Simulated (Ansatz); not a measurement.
`[CH3][Ga]([Br])[Br]`. The species carries charge 0 and has multiplicity 1. Correlated methods include outer-core shells of Br, Ga, which these sets cover unevenly. Scalar relativity is left out up to krypton.

```xyz
7

C     0.0030    0.6265    0.8174
Ga   -0.0147   -0.5663   -0.7213
Br    1.7350   -0.6920   -2.1861
Br   -1.7705   -1.9417   -1.2171
H    -0.8807    0.4666    1.4336
H     0.9042    0.4465    1.4054
H     0.0237    1.6604    0.4681
```

(1) Give the diagnostics of a CCSD(T)/def2-TZVPP run (frozen core, Ansatz 0.2.0). (Best estimate.)

Answers

(1) Computed: T1 = 0.0092, largest single amplitude 0.026, largest double 0.027, (T) share of the correlation energy 3.6 %, 8 CCSD cycles. The RHF solution is stable towards an unrestricted one. T1 lies under the customary mark of 0.02 for closed shells.
